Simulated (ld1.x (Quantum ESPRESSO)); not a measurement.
# Before and after: TM potential for nitrogen

ld1.x (Quantum ESPRESSO) 7.5 input, shortened:

```
&input
   title='N', zed=7., rel=2, dft='PBE', iswitch=3,
   config='[He] 2s2 2p2 3d-2', rel_dist='average'
 /
 &inputp
   pseudotype=2, tm=.true., lloc=-1, rcloc=1.20,
   nlcc=.true., new_core_ps=.true.
 /
3
2S  1  0   2.00   0.00  0.80  0.80  0.0
2P  2  1   2.00   0.00  2.40  2.40  0.0
3D  3  2  -2.00   0.10  2.30  2.30  0.0
 &test
   configts(1)='2s2 2p2'
 /
```

Open shells are filled in proportion to 2j + 1 (rel_dist='average').

All-electron outer shells of the reference configuration (PBE, scalar-relativistic, ld1.x):

```csv
shell,level (eV),outermost node (bohr),outermost maximum (bohr)
2s,-32.46,0.32,0.99
2p,-20.69,–,0.92
```

Change: local potential all-electron potential smoothed inside 2.18 bohr (lloc = -1).

Cutoffs: the cutoffs (Ry, on a coarse ladder) from which the occupation-weighted sum of valence levels, in a spherical-Bessel basis at the reference potential, stays within 10 and 1 mRy of its value at 400 Ry; they do not see the model core or the augmentation charge, which bear on the density cutoff. Errors are all-electron minus pseudo energies relative to the spin-unpolarised reference configuration.

Q: Predict the effect on cutoff, ghosts and configuration errors.

A: The potential gets neither clearly harder nor softer (55 Ry and 140 Ry → 55 Ry and 140 Ry); the errors of the 7 common tests hardly move; the range in which the s phases agree narrows (upper end at the end of the scan → 0.1); neither file shows a bound ghost.

| quantity | base | changed |
| --- | --- | --- |
| cutoff, loose | 55 Ry | 55 Ry |
| cutoff, tight | 140 Ry | 140 Ry |
| bound ghosts | none | none |
| error for 2s2 2p3, meV [ΔE -13.59 eV] | +86 | +82 |
| error for 2s2 2p1, meV [ΔE 28.85 eV] | +322 | +330 |
| error for 2s2 2p0, meV [ΔE 75.94 eV] | +1976 | +2062 |
| error for 2s1 2p4, meV [ΔE -2.08 eV] | +248 | +240 |
| error for 2s0 2p5, meV [ΔE 9.45 eV] | +377 | +369 |
| error for 2s2 2p2.5, meV [ΔE -8.50 eV] | +33 | +32 |
| error for 2s2 2p3.3, meV [ΔE -15.21 eV] | +109 | +101 |
| s: phases at 2.61 bohr within 0.05 rad from the reference energy up to (Ry; the scan ends near 5) | to the end of the scan | 0.1 |
| p1/2: phases at 2.61 bohr within 0.05 rad from the reference energy up to (Ry; the scan ends near 5) | 0.1 | -0.0 |
| p3/2: phases at 2.61 bohr within 0.05 rad from the reference energy up to (Ry; the scan ends near 5) | 0.1 | -0.0 |
| d3/2: phases at 2.61 bohr within 0.05 rad from the reference energy up to (Ry; the scan ends near 5) | 4.2 | 4.0 |
| d5/2: phases at 2.61 bohr within 0.05 rad from the reference energy up to (Ry; the scan ends near 5) | 4.2 | 4.0 |
